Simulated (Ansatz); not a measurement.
Geometry optimisation, RKS B3LYP/def2-SVP in Ansatz.

Input:

```yaml
crystal:
  periodic: [false, false, false]
  atoms:
    - { symbol: Si, position_ang: [-0.3305, -1.0892, -0.6812] }
    - { symbol: S, position_ang: [2.0383, -1.5119, 0.0742] }
    - { symbol: "N", position_ang: [-0.0194, 0.3533, 0.0972] }
    - { symbol: C, position_ang: [-0.6765, 1.6269, 0.2226] }
    - { symbol: H, position_ang: [1.2617, 0.0811, 0.3697] }
    - { symbol: H, position_ang: [-1.1269, -2.1369, -0.044] }
    - { symbol: H, position_ang: [-0.2738, -1.3146, -2.1243] }
    - { symbol: H, position_ang: [1.6795, -1.9159, 1.2865] }
    - { symbol: H, position_ang: [-1.7591, 1.4997, 0.3116] }
    - { symbol: H, position_ang: [-0.4777, 2.2795, -0.6356] }
    - { symbol: H, position_ang: [-0.3157, 2.128, 1.1233] }
basis:
  gaussian: { orbitals: def2-SVP }
hamiltonian:
  xc: b3lyp
relax:
  f_tol: 0.15
  max_steps: 25
  restrain:
    - { distance: [4, 1], at: 1.36, k: 30.0 }
    - { distance: [0, 1], at: 3.46, k: 30.0 }
    - { distance: [4, 2], at: 2.32, k: 30.0 }
```

Run as:

```bash
$ ansatz run input.yaml --threads 2 --pin off --max-ram 3072MiB --backend cpu --events-out ev --progress --plain --runs-dir out
```

Question: Where does it end, and by what steps?

Answer: The run converged. The restraints hold the end off the free minimum. The force dipped under the threshold on the way, but the program's further checks kept it going. After 11 steps the energy has risen by 0.221 eV (the restraints' own energy left out); H5 moved furthest, 0.80 Å. Joined: S2–H5 (1.80 → 1.36 Å).

```csv
step,energy less start (eV),largest force component (eV/Å),accepted
0,0.0000,3.218,yes
1,1.1002,2.380,yes
2,1.1313,4.045,yes
3,0.8481,1.516,yes
4,0.5005,0.713,yes
5,0.3980,0.832,yes
6,0.2962,0.343,yes
7,0.2625,0.214,yes
8,0.2402,0.188,yes
9,0.2296,0.095,yes
10,0.2241,0.296,yes
11,0.2209,0.170,yes
```

```xyz
11
Properties=species:S:1:pos:R:3
Si -0.681 -0.997 -0.854
S 2.463 -1.146 0.584
N -0.737 0.236 0.159
C -0.769 1.665 0.100
H 1.331 -0.482 0.931
H -0.831 -2.363 -0.308
H -0.613 -0.978 -2.350
H 2.170 -2.192 1.394
H -1.689 2.055 0.576
H -0.715 2.109 -0.917
H 0.071 2.093 0.684
```

Time of the run: 21 s on 2 threads of INTEL(R) XEON(R) PLATINUM 8581C CPU @ 2.10GHz (Emerald Rapids), with other jobs on the host, peak memory 0.23 GiB.
